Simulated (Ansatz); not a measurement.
Input and output for `C[SiH](F)S[SiH3]`.

```yaml
crystal:
  periodic: [false, false, false]
  atoms:
    - {symbol: C, position_ang: [-1.861246, -0.610849, 0.702016]}
    - {symbol: Si, position_ang: [-0.096151, 0.188888, 1.434261]}
    - {symbol: F, position_ang: [1.084467, -1.150724, 1.621918]}
    - {symbol: S, position_ang: [0.842263, 1.868200, 0.027934]}
    - {symbol: Si, position_ang: [1.641161, 0.485340, -1.761892]}
    - {symbol: H, position_ang: [-1.700357, -1.110733, -0.402061]}
    - {symbol: H, position_ang: [-2.279843, -1.475132, 1.461473]}
    - {symbol: H, position_ang: [-2.708544, 0.266816, 0.607450]}
    - {symbol: H, position_ang: [-0.297477, 0.909454, 2.914813]}
    - {symbol: H, position_ang: [1.778749, 1.477600, -3.086223]}
    - {symbol: H, position_ang: [0.562559, -0.738683, -2.085926]}
    - {symbol: H, position_ang: [3.120659, -0.171890, -1.395683]}
basis:
  gaussian: {orbitals: STO-3G}
hamiltonian: {xc: {name: RPBE}, dispersion: d3bjatm}
scf: {lower_state_search: full}
output: {forces: true}
```

```sh
$ ansatz run in.yaml --threads 4 --pin off --events-out ev --progress --plain --max-ram 10444MiB
```

Shortened log:

```
Functional definition: RPBE
523 factors; integrals over basis functions are off by at most 3.4e-5 eV
mean field evaluation 1: about -30095.8117 eV, gradient 3.3e1 eV
mean field evaluation 2: about -30095.6919 eV, gradient 3.3e1 eV
mean field evaluation 4: about -30099.5456 eV, gradient 9.0e0 eV
mean field evaluation 8: about -30099.9059 eV, gradient 9.9e-2 eV
mean field evaluation 16: about -30099.9051 eV, gradient 3.9e-5 eV
mean field -30099.90507129 eV, -1106.1511089215 hartree, gradient 3.9e-5 eV, S^2 0.000000; 0 other end points of the search recorded, 0 dependent functions left out
reference -30099.90509700 eV, -1106.1511098665 hartree; 33, 33 occupied and 11, 11 virtual orbitals, 523 factors
Total energy: -30101.58730007 eV, -1106.2129296890 hartree
Atom 0 at    -1.861246    -0.610849     0.702016 Å, force    -0.713196    -0.230588    -0.170999 eV/Å
Atom 1 at    -0.096151     0.188888     1.434261 Å, force     1.072148    -0.130462    -0.140597 eV/Å
Atom 2 at     1.084467    -1.150724     1.621918 Å, force    -2.169514     2.409189    -0.356573 eV/Å
Atom 3 at     0.842263     1.868200     0.027934 Å, force    -0.109354    -3.864513    -0.656317 eV/Å
Atom 4 at     1.641161     0.485340    -1.761892 Å, force    -0.420030     0.462412     0.525976 eV/Å
Atom 5 at    -1.700357    -1.110733    -0.402061 Å, force    -0.383965     1.334189     2.924427 eV/Å
Atom 6 at    -2.279843    -1.475132     1.461473 Å, force     1.091600     2.291141    -2.026776 eV/Å
Atom 7 at    -2.708544     0.266816     0.607450 Å, force     2.240652    -2.346892     0.251860 eV/Å
Atom 8 at    -0.297477     0.909454     2.914813 Å, force     0.204622    -1.244723    -2.435346 eV/Å
Atom 9 at     1.778749     1.477600    -3.086223 Å, force    -0.190095    -1.771964     2.234038 eV/Å
Atom 10 at     0.562559    -0.738683    -2.085926 Å, force     1.841643     2.025753     0.510251 eV/Å
Atom 11 at     3.120659    -0.171890    -1.395683 Å, force    -2.464511     1.066459    -0.659943 eV/Å
Dipole moment:    -0.117263    -0.100866    -0.024399 e Å
```

It took 0.6 s on 4 threads of an Arm Neoverse V2 on a shared host, with 0.6 GiB of host memory at the peak.
